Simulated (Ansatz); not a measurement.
B6, 6 atoms. Hardware: 4 threads of Arm Neoverse V1 on a shared host.

Correlated methods freeze 6 core orbitals.

Problem. How many basis functions does each of these Ansatz runs have, and roughly what does it cost? PBE-D4/def2-TZVPD, charge 0 singlet, energy, from earlier orbitals; PBE0-D4/def2-SVP, charge -1 doublet at the geometry of the charge 0 singlet, energy with a search over starts; B2PLYP/def2-TZVP, charge 0 singlet, energy, from earlier orbitals; r2SCAN-D4/def2-TZVP, charge 0 singlet, energy, from earlier orbitals; PBE0-D4/def2-TZVP, charge 0 singlet, energy, from earlier orbitals; ωB97X-V/def2-TZVP, charge 0 singlet, energy, from earlier orbitals; r2SCAN-D4/def2-TZVP, charge 0 triplet at the geometry of the charge 0 singlet, energy, from earlier orbitals; r2SCAN-D4/def2-TZVP, charge 1 doublet at the geometry of the charge 0 singlet, energy, from earlier orbitals; PBE0-D4/def2-TZVPD, charge -1 doublet at the geometry of the charge 0 singlet, energy, from earlier orbitals; MP2/def2-TZVP, charge 0 singlet, energy, from earlier orbitals; PBE-D4/def2-SVP, charge 0 singlet, energy, from earlier orbitals; CAM-B3LYP-D4/def2-TZVP, charge 0 singlet, energy, from earlier orbitals.

Solution. Other jobs shared the machine, so times can vary by a factor of up to 3. A dash marks memory too small to be measured apart from the calling script's.

| run | functions | fitting or Cholesky vectors | wall time | peak host memory (GiB) |
| --- | --- | --- | --- | --- |
| PBE-D4/def2-SVP, charge 0 singlet, energy, from earlier orbitals | 84 | 924 | 0.6 s | – |
| PBE0-D4/def2-TZVP, charge 0 singlet, energy, from earlier orbitals | 186 | 1014 | 1.9 s | – |
| PBE-D4/def2-TZVPD, charge 0 singlet, energy, from earlier orbitals | 222 | 990 | 2.1 s | – |
| CAM-B3LYP-D4/def2-TZVP, charge 0 singlet, energy, from earlier orbitals | 186 | 1014 | 2.2 s | – |
| r2SCAN-D4/def2-TZVP, charge 0 singlet, energy, from earlier orbitals | 186 | 1014 | 2.7 s | – |
| B2PLYP/def2-TZVP, charge 0 singlet, energy, from earlier orbitals | 186 | 1168 | 2.9 s | – |
| MP2/def2-TZVP, charge 0 singlet, energy, from earlier orbitals | 186 | 1168 | 3.5 s | – |
| ωB97X-V/def2-TZVP, charge 0 singlet, energy, from earlier orbitals | 186 | 1014 | 4.7 s | – |
| r2SCAN-D4/def2-TZVP, charge 0 triplet at the geometry of the charge 0 singlet, energy, from earlier orbitals | 186 | 1014 | 5.5 s | – |
| r2SCAN-D4/def2-TZVP, charge 1 doublet at the geometry of the charge 0 singlet, energy, from earlier orbitals | 186 | 1014 | 5.5 s | – |
| PBE0-D4/def2-SVP, charge -1 doublet at the geometry of the charge 0 singlet, energy with a search over starts | 84 | 924 | 6 s | – |
| PBE0-D4/def2-TZVPD, charge -1 doublet at the geometry of the charge 0 singlet, energy, from earlier orbitals | 222 | 990 | 10 s | 0.74 |
